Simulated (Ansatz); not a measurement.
Species: sum formula Si$_{2}$N$_{2}$H$_{7}$, charge 0, multiplicity 2. It need not be the lowest isomer of its formula. 
Coordinates optimised at B3LYP-D3(BJ)/def2-TZVP (Ansatz, an electronic-structure program):
```xyz
11

N     -2.2918    -0.4825    -0.1587
Si    -0.9725     0.5782     0.1170
N      0.4667    -0.3211     0.4625
Si     2.0212    -0.2493    -0.3015
H     -3.2173    -0.2454     0.1594
H     -2.3137    -1.1284    -0.9315
H     -1.4136     1.4239     1.2517
H     -0.5866     1.4430    -1.0237
H      0.3536    -1.0623     1.1434
H      2.1981     1.1175    -0.8619
H      3.0738    -0.5283     0.7189
```
Charge 0, spin multiplicity 2.

Quantity: atomisation energy (electronic, to ground-state atoms), in eV. Cores are frozen in the correlated levels unless marked. UHF or UKS for open shells. No spin-orbit coupling. Non-relativistic. The coupled-cluster limit lacks core correlation, which all-electron functionals hold. CBS marks a two-point X^-3 extrapolation of the correlation energy; Hartree-Fock from the larger set.

| level | program | atomisation energy (eV) | minus last row |
|---|---|---|---|
| HF/aug-cc-pV(Q+d)Z | Ansatz | 26.11 | -10.57 |
| BLYP-D4/def2-TZVPD | Ansatz + dftd4 | 36.69 | 0.01 |
| BLYP/def2-TZVPD | Ansatz | 36.15 | -0.53 |
| B97M-V/def2-TZVPD | Ansatz | 36.63 | -0.05 |
| BHLYP-D3(BJ)/def2-TZVPD | Ansatz + dftd3 | 36.00 | -0.68 |
| r2SCAN0/def2-TZVPD | Ansatz | 35.93 | -0.75 |
| CAM-B3LYP-D3(BJ)/def2-TZVPD | Ansatz + dftd3 | 36.96 | 0.28 |
| CAM-B3LYP/def2-TZVPD | Ansatz | 36.75 | 0.07 |
| LC-wPBE/def2-TZVPD | Ansatz | 36.29 | -0.39 |
| B2PLYP-D3(BJ)/def2-TZVPD | Ansatz + dftd3 | 36.29 | -0.39 |
| MP2/cc-pV(Q+d)Z | Ansatz | 36.35 | -0.33 |
| RI-MP2/aug-cc-pV(Q+d)Z | Ansatz | 36.48 | -0.20 |
| RI-MP2/CBS(aug-cc-pV(T+d)Z,aug-cc-pV(Q+d)Z) | Ansatz | 36.86 | 0.18 |
| CCSD/STO-3G | Ansatz | 35.33 | -1.35 |
| CCSD/cc-pV(T+d)Z | Ansatz | 34.93 | -1.75 |
| CCSD(T)/6-31G* | Ansatz | 31.36 | -5.32 |
| CCSD(T)/aug-cc-pV(D+d)Z | Ansatz | 33.47 | -3.21 |
| CCSD(T)/aug-cc-pV(T+d)Z | Ansatz | 35.71 | -0.97 |
| CCSD(T)/cc-pV(T+d)Z | Ansatz | 35.39 | -1.29 |
| CCSD(T)/cc-pVTZ | Ansatz | 35.17 | -1.51 |
| CCSD(T)/CBS(cc-pV(T+d)Z,cc-pV(Q+d)Z) | Ansatz | 36.68 | 0.00 |
